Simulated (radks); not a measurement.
Results of a calculation; reference values are marked as such.
Zr4+, 36 electrons, occupied as [Ar] 3d10 4s2 4p4 4f2 (not the ground configuration). Code: a radial shooting solver on a logarithmic mesh with Libxc functionals. Model: scalar-relativistic Kohn-Sham, PBE, spin-polarised, spherical densities, point nucleus; open shells are filled with parallel spins first (spin-orbit coupling, left out, can overturn this in heavy ions). Some entries of the table are withheld. Estimate them.

orbital  occ.  eigenvalue (eV)  <r> (bohr)  <1/r> (bohr^-1)
1s up       1        -17887.90     0.03707            41.26
1s down     1        -17887.59     0.03707            41.26
2s up       1        -2531.500      0.1626            9.251
2s down     1        -2531.322      0.1626            9.251
2p up       3        -2264.329      0.1417            9.014
2p down     3        -2264.032      0.1417            9.014
3s up       1        -464.6422      0.4578            3.145
3s down     1        -464.2433      0.4576            3.145
3p up       3        -377.5323      0.4612            2.987
3p down     3        -377.0815      0.4609            2.988
3d up       5        -234.6369      0.4505            2.749
3d down     5        -234.1430      0.4497            2.752
4s up       1        -108.7958         (1)            1.168
4s down     1        -105.3154         (2)            1.175
4p up       3         -85.1444       1.268            1.054
4p down     1         -81.5445       1.267            1.059
4f up       2         -22.8844       2.555           0.4685

Answer. 
(1) 4s up <r> (bohr): 1.161
(2) 4s down <r> (bohr): 1.157
